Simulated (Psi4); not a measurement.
C$_{4}$H$_{10}$, charge +1, doublet, geometry from GFN2-xTB (a state made from the parent by changing its charge; the spin is typed, not shown lowest); CCSD(T)/STO-3G (Psi4).

Psi4 was given this input:
```
memory 2 GB

molecule mol {
1 2
C    -0.025573    1.388622   -0.504993
C     0.015268    0.070720    0.224700
C     1.282077   -0.731327    0.073364
C    -1.269377   -0.716916    0.242195
H     0.925515    1.914752   -0.460682
H    -0.254149    1.214257   -1.563569
H    -0.823398    2.040659   -0.147203
H     0.088081    0.407982    1.296296
H     2.172655   -0.161982    0.342456
H     1.423012   -0.997934   -0.981288
H     1.254103   -1.658509    0.641602
H    -1.268155   -1.503025    0.998319
H    -2.141786   -0.081007    0.375860
H    -1.390255   -1.241788   -0.713384
}

set {
  basis sto-3g
  reference uhf
}

energy('ccsd(t)')
print_variables()
```

### Question
What does Psi4 print? Leave out banner, timings and long lists.

### Answer

```
   => Loading Basis Set <=

    Name: STO-3G
    Role: ORBITAL
    Keyword: BASIS

         ---------------------------------------------------------
                                   SCF
               by Justin Turney, Rob Parrish, Andy Simmonett
                          and Daniel G. A. Smith
                              UHF Reference
         ---------------------------------------------------------

  ==> Geometry <==

    Molecular point group: c1
    Full point group: C1

    Geometry (in Angstrom), charge = 1, multiplicity = 2:

       Center              X                  Y                   Z               Mass
    ------------   -----------------  -----------------  -----------------  -----------------
         C           -0.025818367232     1.387484364282    -0.508607834758    12.000000000000
         C            0.015022632768     0.069582364282     0.221085165242    12.000000000000
         C            1.281831632768    -0.732464635718     0.069749165242    12.000000000000
         C           -1.269622367232    -0.718053635718     0.238580165242    12.000000000000
         H            0.925269632768     1.913614364282    -0.464296834758     1.007825032230
         H           -0.254394367232     1.213119364282    -1.567183834758     1.007825032230
         H           -0.823643367232     2.039521364282    -0.150817834758     1.007825032230
         H            0.087835632768     0.406844364282     1.292681165242     1.007825032230
         H            2.172409632768    -0.163119635718     0.338841165242     1.007825032230
         H            1.422766632768    -0.999071635718    -0.984902834758     1.007825032230
         H            1.253857632768    -1.659646635718     0.637987165242     1.007825032230
         H           -1.268400367232    -1.504162635718     0.994704165242     1.007825032230
         H           -2.142031367232    -0.082144635718     0.372245165242     1.007825032230
         H           -1.390500367232    -1.242925635718    -0.716998834758     1.007825032230

  Running in c1 symmetry.

  Rotational constants: A =      0.26035  B =      0.26035  C =      0.14665 [cm^-1]
  Rotational constants: A =   7805.03321  B =   7805.03248  C =   4396.45509 [MHz]
  Nuclear repulsion =  134.797973867967073

  Charge       = 1
  Multiplicity = 2
  Electrons    = 33
  Nalpha       = 17
  Nbeta        = 16

  ==> Algorithm <==

  SCF Algorithm Type is PK.
  DIIS enabled.
  MOM disabled.
  Fractional occupation disabled.
  Guess Type is SAD.
  Energy threshold   = 1.00e-08
  Density threshold  = 1.00e-08
  Integral threshold = 1.00e-12

  ==> Primary Basis <==

  Basis Set: STO-3G
    Blend: STO-3G
    Number of shells: 22
    Number of basis functions: 30
    Number of Cartesian functions: 30
    Spherical Harmonics?: true
    Max angular momentum: 1

  ==> Integral Setup <==

  Using in-core PK algorithm.
   Calculation information:
      Number of atoms:                  14
      Number of AO shells:              22
      Number of primitives:             66
      Number of atomic orbitals:        30
      Number of basis functions:        30

      Integral cutoff                 1.00e-12
      Number of threads:                 1

  Performing in-core PK
  Using 216690 doubles for integral storage.
  We computed 31369 shell quartets total.
  Whereas there are 32131 unique shell quartets.

  ==> DiskJK: Disk-Based J/K Matrices <==

    J tasked:                  Yes
    K tasked:                  Yes
    wK tasked:                  No
    Schwarz Cutoff:          1E-12

  Minimum eigenvalue in the overlap matrix is 1.9598825994E-01.
  Reciprocal condition number of the overlap matrix is 7.4574461962E-02.
    Using symmetric orthogonalization.

  ==> Pre-Iterations <==

  SCF Guess: Superposition of Atomic Densities via on-the-fly atomic UHF (no occupation information).

   -------------------------
    Irrep   Nso     Nmo
   -------------------------
     A         30      30
   -------------------------
    Total      30      30
   -------------------------

  ==> Iterations <==

                        Total Energy        Delta E     RMS |[F,P]|

   @UHF iter SAD:  -151.59216423381991   -1.51592e+02   0.00000e+00
   @UHF iter   1:  -155.04686148234569   -3.45470e+00   8.52327e-03 ADIIS/DIIS
   @UHF iter   2:  -155.08969821956711   -4.28367e-02   2.04728e-03 ADIIS/DIIS
   @UHF iter   3:  -155.09391303440731   -4.21481e-03   9.15646e-04 ADIIS/DIIS
   @UHF iter   4:  -155.09548812270805   -1.57509e-03   4.05561e-04 ADIIS/DIIS
   @UHF iter   5:  -155.09598420802999   -4.96085e-04   1.53122e-04 ADIIS/DIIS
   @UHF iter   6:  -155.09605298728476   -6.87793e-05   4.50569e-05 DIIS
   @UHF iter   7:  -155.09605800122318   -5.01394e-06   1.19144e-05 DIIS
   @UHF iter   8:  -155.09605830729552   -3.06072e-07   3.26570e-06 DIIS
   @UHF iter   9:  -155.09605832456350   -1.72680e-08   8.30985e-07 DIIS
   @UHF iter  10:  -155.09605832566754   -1.10404e-09   3.01858e-07 DIIS
   @UHF iter  11:  -155.09605832583887   -1.71326e-10   1.17868e-07 DIIS
   @UHF iter  12:  -155.09605832586959   -3.07239e-11   2.47684e-08 DIIS
   @UHF iter  13:  -155.09605832587056   -9.66338e-13   7.58243e-09 DIIS
  Energy and wave function converged.

  ==> Post-Iterations <==

   @Spin Contamination Metric:   9.027202844E-03
   @S^2 Expected:                7.500000000E-01
   @S^2 Observed:                7.590272028E-01
   @S   Expected:                5.000000000E-01
   @S   Observed:                5.000000000E-01

    Orbital Energies [Eh]
    ---------------------

    Alpha Occupied:

[...]
    Alpha Virtual:

[...]
      30A      0.561857

    Beta Occupied:

[...]
      16A     -0.696176

    Beta Virtual:

[...]
    Final Occupation by Irrep:
              A
    DOCC [    16 ]
    SOCC [     1 ]
    NA   [    17 ]
    NB   [    16 ]

  @UHF Final Energy:  -155.09605832587056

   => Energetics <=

    Nuclear Repulsion Energy =            134.7979738679670731
[...]
    Total Energy =                       -155.0960583258705583
[...]
     1        -0.256659356123580    8.219e-02    0.006366    0.000000    0.000000    0.000000
     2        -0.278118563194961    3.441e-02    0.011490    0.000000    0.000000    0.000000
     3        -0.279607347143546    1.037e-02    0.013902    0.000000    0.000000    0.000000
     4        -0.279506721508323    4.619e-03    0.015334    0.000000    0.000000    0.000000
     5        -0.279407253871699    1.717e-03    0.015921    0.000000    0.000000    0.000000
     6        -0.279365698932412    4.987e-04    0.016014    0.000000    0.000000    0.000000
     7        -0.279366127372978    1.714e-04    0.016027    0.000000    0.000000    0.000000
     8        -0.279369583974406    8.992e-05    0.016033    0.000000    0.000000    0.000000
     9        -0.279369236190111    4.622e-05    0.016032    0.000000    0.000000    0.000000
    10        -0.279369225416888    2.534e-05    0.016031    0.000000    0.000000    0.000000
    11        -0.279368911067173    1.207e-05    0.016032    0.000000    0.000000    0.000000
    12        -0.279369175180513    3.686e-06    0.016032    0.000000    0.000000    0.000000
    13        -0.279369122345248    8.874e-07    0.016032    0.000000    0.000000    0.000000
    14        -0.279369089224653    2.968e-07    0.016032    0.000000    0.000000    0.000000
    15        -0.279369080451376    8.712e-08    0.016032    0.000000    0.000000    0.000000

    Iterations converged.

    Largest TIA Amplitudes:
              7   0        -0.0077605836
             16  11         0.0055921305
             15  12         0.0055921118
              8   0         0.0045776588
             16   1         0.0042066751
             15   2         0.0042066536
             14   6         0.0040539941
              4   0         0.0040295005
              7   3         0.0029245806
              6  11         0.0022050069

    Largest Tia Amplitudes:
              8   0        -0.0834439258
              7   0         0.0253765184
              8   9         0.0095764427
              7   1         0.0071857669
              4   1        -0.0063405845
             15  12         0.0063253064
             14  13         0.0063252741
              4   0        -0.0060219069
             11   0        -0.0058085081
              8   8         0.0055366662

    Largest TIJAB Amplitudes:
     10   8   1   0        -0.0068677901
      9   8   2   0        -0.0068677880
     15   8  12   0         0.0065650253
     16   8  11   0         0.0065650157
      8   7   3   0         0.0062070023
      8   4   3   0        -0.0050125776
     10   9  12   1         0.0048264336
     10   9  11   2        -0.0048264039
     10   9  12  11         0.0046375758
      9   7   3   2         0.0045022583

    Largest Tijab Amplitudes:
      8   7   4   0        -0.0162308699
     15  12   4   0         0.0150263272
     14  13   4   0         0.0150261985
     15   8   2   0        -0.0140328010
     14   8   3   0        -0.0140327623
     15   8  12   0        -0.0128022454
     14   8  13   0        -0.0128019713
     14  13   2   0         0.0107014666
     15  12   2   0        -0.0107013989
     14  12   3   0         0.0107013771

    Largest TIjAb Amplitudes:
     11  12   5   6         0.0343043277
     12  13   4   5         0.0343042148
     14   7   0   0        -0.0330569817
     16  15   1   2        -0.0308554276
     15  14   2   3        -0.0308551600
      8   8   0   1        -0.0256784358
      8   4   0   0        -0.0198611118
     16  15  11  12        -0.0196657781
     15  14  12  13        -0.0196656922
     10  15   1  12         0.0192099818

    SCF energy       (wfn)                    = -155.096058325870558
    Reference energy (file100)                = -155.096058325870786

    Opposite-spin MP2 correlation energy      =   -0.184874393779618
    Same-spin MP2 correlation energy          =   -0.027369358627583
    Singles MP2 correlation energy            =   -0.000000000000000
    MP2 correlation energy                    =   -0.212243752407201
      * MP2 total energy                      = -155.308302078277990

    Opposite-spin CCSD correlation energy     =   -0.253660384618798
    Same-spin CCSD correlation energy         =   -0.025708695832578
    Singles CCSD correlation energy           =    0.000000000000000
    CCSD correlation energy                   =   -0.279369080451376
      * CCSD total energy                     = -155.375427406322160

            **************************
            *                        *
            *        CCTRIPLES       *
            *                        *
            **************************

    Wave function   =    CCSD_T
    Reference wfn   =      UHF

    Nuclear Rep. energy (wfn)                =  134.797973867967073
    SCF energy          (wfn)                = -155.096058325870558
    Reference energy    (file100)            = -155.096058325870786
    CCSD energy         (file100)            =   -0.279369080451376
    Total CCSD energy   (file100)            = -155.375427406322160

    Number of ijk index combinations:
    Spin Case AAA:                                 680
    Spin Case BBB:                                 560
    Spin Case AAB:                                2176
    Spin Case ABB:                                2040
    AAA (T) energy                             =   -0.000019717740186
    BBB (T) energy                             =   -0.000083969407555
    AAB (T) energy                             =   -0.001303419511982
    ABB (T) energy                             =   -0.001421085295060
    (T) energy                                   =   -0.002828191954782
      * CCSD(T) total energy                     = -155.378255598276951

  Variable Map:
  ----------------------------------------------------------------------------
[...]
  Array Variable Map:
  ----------------------------------------------------------------------------
[...]
[...]
```
